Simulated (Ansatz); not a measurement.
Computed with Ansatz.

A structure relaxed at PBE0-D4/def2-TZVP, charge 0, multiplicity 1:

```xyz
10

C    -0.632    0.302    1.130
C    -0.415   -0.547   -0.121
Al    1.036    0.006   -1.280
F     1.347   -0.794   -2.684
Cl    2.284    1.624   -0.841
H    -1.461   -0.078    1.734
H     0.255    0.319    1.767
H    -0.860    1.341    0.880
H    -0.228   -1.594    0.149
H    -1.325   -0.579   -0.733
```

Problem. Give its formula and SMILES.

Solution. C2H5AlClF, `C[CH2][Al]([F])[Cl]`.

Problem. Summarise the bond lengths by kind.

Solution. 1 × C–C 1.528 Å; 5 × C–H 1.092 to 1.097 Å; 1 × Al–C 1.938 Å; 1 × Al–F 1.645 Å; 1 × Al–Cl 2.090 Å.
